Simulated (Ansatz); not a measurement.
Computed with Ansatz on PBE0-D4/def2-TZVP structures; ΔE is electronic, products minus reactants. CBS: MP2 limit from def2 TZ/QZ plus the TZ coupled-cluster correction, frozen cores. This one scheme is used for every species. DFT in def2-TZVPP. B3LYP here is the variant with VWN-RPA as its local correlation; programs differ in this. Each species was taken in one conformer, which may not be the lowest.

Reaction (cleavage of the Si–Si bond): `CO[SiH2][SiH](O)F` + HCl → `CO[SiH2]Cl` + `O[SiH2]F`

```json
{"level": "PBE-D4", "ΔE (kJ/mol)": "-113.3", "difference from CCSD(T)/CBS": "18.0"}
{"level": "r2SCAN-D4", "ΔE (kJ/mol)": "-129.5", "difference from CCSD(T)/CBS": "1.8"}
{"level": "PBE0-D4", "ΔE (kJ/mol)": "-120.0", "difference from CCSD(T)/CBS": "11.3"}
{"level": "ωB97X-V", "ΔE (kJ/mol)": "-127.7", "difference from CCSD(T)/CBS": "3.6"}
{"level": "ωB97M-V", "ΔE (kJ/mol)": "-135.2", "difference from CCSD(T)/CBS": "-3.9"}
{"level": "B2PLYP", "ΔE (kJ/mol)": "-134.1", "difference from CCSD(T)/CBS": "-2.8"}
{"level": "PBE", "ΔE (kJ/mol)": "-115.8", "difference from CCSD(T)/CBS": "15.5"}
{"level": "r2SCAN", "ΔE (kJ/mol)": "-130.5", "difference from CCSD(T)/CBS": "0.8"}
{"level": "B3LYP", "ΔE (kJ/mol)": "-129.4", "difference from CCSD(T)/CBS": "1.9"}
{"level": "MP2/def2-TZVPP", "ΔE (kJ/mol)": "-140.3", "difference from CCSD(T)/CBS": "-9.0"}
{"level": "CCSD/def2-TZVPP", "ΔE (kJ/mol)": "-130.2", "difference from CCSD(T)/CBS": "1.1"}
{"level": "CCSD(T)/def2-TZVPP", "ΔE (kJ/mol)": "-128.9", "difference from CCSD(T)/CBS": "2.4"}
{"level": "HF/def2-QZVPP", "ΔE (kJ/mol)": "-147.8", "difference from CCSD(T)/CBS": "-16.5"}
{"level": "MP2/def2-QZVPP", "ΔE (kJ/mol)": "-141.9", "difference from CCSD(T)/CBS": "-10.6"}
{"level": "SCS-MP2/def2-QZVPP", "ΔE (kJ/mol)": "-140.9", "difference from CCSD(T)/CBS": "-9.6"}
{"level": "MP2/CBS(def2)", "ΔE (kJ/mol)": "-142.7", "difference from CCSD(T)/CBS": "-11.4"}
{"level": "CCSD(T)/CBS", "ΔE (kJ/mol)": "-131.3", "difference from CCSD(T)/CBS": "0"}
```

Largest T1 diagnostic among the species: 0.012.

From PBE to PBE0 (25 % exact exchange), in def2-TZVPP and without D4, ΔE moves by −6.6 kJ/mol. In def2-TZVPP, CCSD(T) changes the Hartree–Fock value by +18.0 kJ/mol (the triples alone add +1.4 kJ/mol) and MP2 by +6.7 kJ/mol.
